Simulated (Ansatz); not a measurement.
The same path of a periodic cell of 17 atoms, TiAl16 (surface Al(110), adsorbate Ti) was run twice with different band settings.

The calculation used DFT LDA, scalar-relativistic, plane waves, PAW (Ansatz 0.2.0). Settings: cutoff 420 eV, k mesh 2x3x1, gaussian smearing 0.1 eV, no spin polarisation.

Relaxed end points:

```xyz
17
Lattice="8.1000 0.0000 0.0000 0.0000 5.7276 0.0000 0.0000 0.0000 16.2957" Properties=species:S:1:pos:R:3
Al 2.025 1.432 1.000
Al 6.075 1.432 1.000
Al 2.025 4.296 1.000
Al 6.075 4.296 1.000
Al -0.021 -0.011 2.182
Al 4.071 -0.010 2.182
Al 0.034 2.797 2.271
Al 4.016 2.798 2.271
Al 2.024 1.228 3.731
Al 6.075 1.618 3.752
Al 2.026 4.167 3.531
Al 6.074 4.330 3.656
Al -0.171 0.097 4.900
Al 4.219 0.095 4.898
Al 0.180 3.016 5.054
Al 3.869 3.015 5.055
Ti 2.025 4.959 5.937
```

```xyz
17
Lattice="8.1000 0.0000 0.0000 0.0000 5.7276 0.0000 0.0000 0.0000 16.2957" Properties=species:S:1:pos:R:3
Al 2.025 1.432 1.000
Al 6.075 1.432 1.000
Al 2.025 4.296 1.000
Al 6.075 4.296 1.000
Al 0.034 -0.067 2.271
Al 4.016 -0.066 2.271
Al -0.021 2.853 2.182
Al 4.071 2.854 2.182
Al 2.026 1.303 3.531
Al 6.074 1.466 3.656
Al 2.024 4.092 3.731
Al 6.075 4.482 3.752
Al 0.180 0.153 5.054
Al 3.869 0.151 5.055
Al -0.171 2.960 4.900
Al 4.219 2.959 4.898
Ti 2.025 7.822 5.937
```

Common settings: climbing image yes; spring 5.0 eV/Å²; end points relaxed; atoms held 1 to 4.

| run | movable images | optimiser | start path | force threshold | iteration limit |
| --- | --- | --- | --- | --- | --- |
| 1 | 5 | fire | IDPP | 0.03 eV/Å | 53 |
| 2 | 3 | quadratic models (default) | default | 0.4 eV/Å | 50 |

Problem. What does each run give, and how far can it be trusted?

Solution. Run 1: converged after 32 iterations, highest image 0.212 eV above the first end. The profile has 2 maxima (images 2, 5) with wells between them (image 3): this band takes more than one step, which may be the mechanism or a detour left from its start path. By the program's own check the climbing image is a first-order saddle point (lowest curvatures found: -1.29 and 0.28 eV/Å²).
Run 2: converged after 3 iterations, highest image 0.229 eV above the first end. The threshold of 0.4 eV/Å is loose, so the images may lie well off the minimum-energy path. The profile has 2 maxima (images 1, 3) with wells between them (image 2): this band takes more than one step, which may be the mechanism or a detour left from its start path. The order of the stationary point at the top wasn't checked.
Limits of this set-up: coarse k mesh, thin slab, slab without dipole correction.
